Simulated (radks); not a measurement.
Results of a calculation; reference values are marked as such.
The bismuth ion Bi4+, 79 electrons, occupied as [Kr] 4d10 4f14 5s2 5p4 5d10 6s1 7s2 (not the ground configuration).

Code: a radial shooting solver on a logarithmic mesh with Libxc functionals. Model: Dirac Kohn-Sham, PBE, spin-unpolarised, spherical densities, point nucleus; open shells fill j = l - 1/2 first.

Energy parts (hartree):
part                       energy
total                 -21569.5421
kinetic                25235.7115
electron-nucleus      -54510.3402
Hartree                 8101.0601
exchange-correlation    -395.9736

Orbitals (lengths in bohr, moments of r in powers of bohr):
1s1/2: occ. 2; eigenvalue (hartree) -3329.267; <r> 0.01578; <r^2> 0.0003459; <1/r> 103.4; small-component weight 1.01e-01
2s1/2: occ. 2; eigenvalue (hartree) -599.7112; <r> 0.06575; <r^2> 0.005184; <1/r> 25.62; small-component weight 2.33e-02
2p1/2: occ. 2; eigenvalue (hartree) -576.2091; <r> 0.05388; <r^2> 0.003643; <1/r> 25.54; small-component weight 2.34e-02
2p3/2: occ. 4; eigenvalue (hartree) -490.9347; <r> 0.06293; <r^2> 0.004823; <1/r> 20.24; small-component weight 2.05e-02
3s1/2: occ. 2; eigenvalue (hartree) -146.6566; <r> 0.1710; <r^2> 0.03358; <1/r> 9.386; small-component weight 7.84e-03
3p1/2: occ. 2; eigenvalue (hartree) -136.0561; <r> 0.1615; <r^2> 0.03049; <1/r> 9.291; small-component weight 7.79e-03
3p3/2: occ. 4; eigenvalue (hartree) -116.9616; <r> 0.1780; <r^2> 0.03680; <1/r> 7.903; small-component weight 6.95e-03
3d3/2: occ. 4; eigenvalue (hartree) -99.63291; <r> 0.1545; <r^2> 0.02802; <1/r> 7.804; small-component weight 6.84e-03
3d5/2: occ. 6; eigenvalue (hartree) -95.58583; <r> 0.1595; <r^2> 0.02972; <1/r> 7.498; small-component weight 6.61e-03
4s1/2: occ. 2; eigenvalue (hartree) -35.59415; <r> 0.3768; <r^2> 0.1604; <1/r> 3.991; small-component weight 2.72e-03
4p1/2: occ. 2; eigenvalue (hartree) -30.98681; <r> 0.3776; <r^2> 0.1624; <1/r> 3.879; small-component weight 2.62e-03
4p3/2: occ. 4; eigenvalue (hartree) -26.27847; <r> 0.4122; <r^2> 0.1931; <1/r> 3.400; small-component weight 2.30e-03
4d3/2: occ. 4; eigenvalue (hartree) -18.79612; <r> 0.4157; <r^2> 0.1996; <1/r> 3.206; small-component weight 2.09e-03
4d5/2: occ. 6; eigenvalue (hartree) -17.91684; <r> 0.4267; <r^2> 0.2100; <1/r> 3.099; small-component weight 2.01e-03
4f5/2: occ. 6; eigenvalue (hartree) -8.20468; <r> 0.4365; <r^2> 0.2270; <1/r> 2.772; small-component weight 1.66e-03
4f7/2: occ. 8; eigenvalue (hartree) -8.00193; <r> 0.4425; <r^2> 0.2333; <1/r> 2.732; small-component weight 1.62e-03
5s1/2: occ. 2; eigenvalue (hartree) -8.17576; <r> 0.8232; <r^2> 0.7580; <1/r> 1.689; small-component weight 7.64e-04
5p1/2: occ. 2; eigenvalue (hartree) -6.55681; <r> 0.8718; <r^2> 0.8543; <1/r> 1.573; small-component weight 6.81e-04
5p3/2: occ. 2; eigenvalue (hartree) -5.61062; <r> 0.9535; <r^2> 1.021; <1/r> 1.403; small-component weight 5.83e-04
5d3/2: occ. 4; eigenvalue (hartree) -3.28537; <r> 1.125; <r^2> 1.439; <1/r> 1.165; small-component weight 4.18e-04
5d5/2: occ. 6; eigenvalue (hartree) -3.15567; <r> 1.155; <r^2> 1.517; <1/r> 1.130; small-component weight 3.98e-04
6s1/2: occ. 1; eigenvalue (hartree) -2.30765; <r> 1.815; <r^2> 3.665; <1/r> 0.7246; small-component weight 1.89e-04
7s1/2: occ. 2; eigenvalue (hartree) -1.02549; <r> 3.555; <r^2> 13.95; <1/r> 0.3644; small-component weight 6.26e-05

The highest occupied level is 7s1/2 at -27.905 eV. Summed over all electrons, <r^2> = 59.00 bohr^2, which gives a Langevin (diamagnetic) susceptibility term of -46.7 x 10^-6 cm^3/mol.
